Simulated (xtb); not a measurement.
TiO2, SMILES [O]=[Ti]=[O], multiplicity 1. All values are semi-empirical tight-binding results from xtb (GFN2-xTB unless named), good for trends rather than for accurate numbers. Coordinates come from a GFN2-xTB optimisation. The spin state was assumed, not searched. The isomer is the one that the SMILES or the coordinates give; other isomers of the formula were not compared.

For metal compounds this method's bond lengths and energies can be far off.

Task: Estimate the properties. (An estimate is asked for; the answer gives what the named calculation found.)

Result: 
| Quantity | Value |
|---|---|
| point group as xtb finds it | C2v |
| orbital gap | 1.72 eV |
| zero-point energy | 2.7 kcal/mol |
| G − E(el) at 298.15 K (modified RRHO) | -13.1 kcal/mol |
